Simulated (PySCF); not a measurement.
Excitations are Tamm–Dancoff values on a coarser integration grid. The basis has no diffuse functions, so Rydberg states are missing or too high.

## C₄H₃N, SMILES `C=C=CC#N` (charge 0, multiplicity 1)

Level of theory: ωB97X-D3(BJ)/def2-TZVP // B3LYP-D3(BJ)/def2-TZVP (PySCF).

| Quantity | Result |
|---|---|
| HOMO | -10.54 eV |
| dipole moment | 4.49 D |
| LUMO | 0.74 eV |
| HOMO–LUMO gap | 11.28 eV |
| S1 excitation (TDA) | 5.80 eV |
| S1 oscillator strength | 0.000 |
| brightest of the four lowest singlets (TDA) | 6.85 eV |
| T1 excitation (TDA) | 4.19 eV |
| S1–T1 gap (TDA) | 1.62 eV |
| total energy | -5688.63 eV |
| cost | about 2.8 core-minutes (a rough figure) |

```xyz
8

C     -1.6867    -0.1467    -0.0532
C     -0.4344     0.1772    -0.0785
C      0.8304     0.5169    -0.1077
C      1.8778    -0.3897     0.2258
N      2.7465    -1.0993     0.4897
H     -2.1778    -0.5571    -0.9285
H     -2.2801    -0.0231     0.8458
H      1.1242     1.5219    -0.3935
```
